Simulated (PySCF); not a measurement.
selenium dioxide (O2Se), SMILES O=[Se]=O. Geometry optimised at ωB97X-D3(BJ)/def2-TZVP.

TDA-ωB97X/def2-SVPD in PySCF 2.14.0 puts the lowest singlet excitations at 3.42, 3.53, 5.49, 7.01, 7.20, 7.81 eV.

Q: What are the lowest excitation roots from PySCF with ADC(2)/aug-cc-pVDZ? (An estimate is asked for; the answer gives what the named calculation found.)

A: 3.06, 3.07, 4.73, 6.81, 6.84, 6.84 eV. S1 differs by -0.36 eV (second minus first; roots are paired by order, and the bases may differ).
